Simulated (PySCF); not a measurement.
## Potassium: highly charged ions in a basis for the neutral atom

K¹⁴⁺ [He] 2s2 2p1, K¹⁵⁺ [He] 2s2. Computed with PySCF 2.14 in jorge-DZP-DKH (8s6p1d, 31 functions), with scalar relativity by spin-free X2C-1e. No spin-orbit coupling, so a gap to NIST mixes the basis error with missing relativistic terms.

Changed run: basis of the neutral atom used for a highly charged ion. This setting is unsound on purpose.

```json
{"species": "K¹⁴⁺", "method": "UHF", "sound run (hartree)": "not run", "changed run (hartree)": "-455.81054", "converged": "yes"}
{"species": "K¹⁴⁺", "method": "BP86", "sound run (hartree)": "not run", "changed run (hartree)": "-456.06076", "converged": "yes"}
{"species": "K¹⁴⁺", "method": "B3LYP", "sound run (hartree)": "not run", "changed run (hartree)": "-455.92979", "converged": "yes"}
{"species": "K¹⁵⁺", "method": "UHF", "sound run (hartree)": "not run", "changed run (hartree)": "-424.21099", "converged": "yes"}
{"species": "K¹⁵⁺", "method": "BP86", "sound run (hartree)": "not run", "changed run (hartree)": "-424.41759", "converged": "yes"}
{"species": "K¹⁵⁺", "method": "B3LYP", "sound run (hartree)": "not run", "changed run (hartree)": "-424.26806", "converged": "yes"}
```

Ionisation energy of K¹⁴⁺:

| method | changed run (eV) | NIST (eV) |
| --- | --- | --- |
| UHF | 859.87 | 860.92 ± 0.25 |
| BP86 | 861.05 | 860.92 ± 0.25 |
| B3LYP | 861.56 | 860.92 ± 0.25 |

The contracted functions were made for the neutral atom and can be too rigid for a highly charged ion.
